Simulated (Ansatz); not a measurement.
Diatomic BRu, multiplicity 4 (an upper state: multiplicity 2 came lower at CCSD(T)/def2-TZVPP on PBE0 minima). No spin–orbit coupling. The T1 diagnostic near the minimum is 0.057, so single-reference values are doubtful.

The constants come from a fifth-degree fit in 1/R (seven points, main isotopes). In def2 and cc sets the state is the lowest found near the PBE0 minimum, followed along R.

Run with Ansatz (Gaussian orbitals). Values without a source in brackets are computed. In def2 rows elements past Kr take small-core potentials, without spin–orbit coupling.

Energies at PBE/def2-TZVPP:

| R (Å) | E (hartree) |
|---|---|
| 1.632464 | -119.59761123 |
| 1.676348 | -119.60429959 |
| 1.716720 | -119.60789504 |
| 1.762359 | -119.60953584 |
| 1.807998 | -119.60908665 |
| 1.860658 | -119.60652150 |
| 1.922095 | -119.60143986 |

Task: With a reduced mass of 9.9359 u, find the minimum, the force constant and the constants.

Result: A fifth-degree polynomial in 1/R puts the minimum at r_e = 1.7741 Å with force constant 412 N/m. Then ω_e = (1/2πc)√(k/μ) = 839 cm⁻¹ and B_e = h/(8π²cμr_e²) = 0.5391 cm⁻¹; the cubic and quartic terms give α_e = 0.0040 and ω_e x_e = 4.6 cm⁻¹.

Ansatz is a first-principles code.
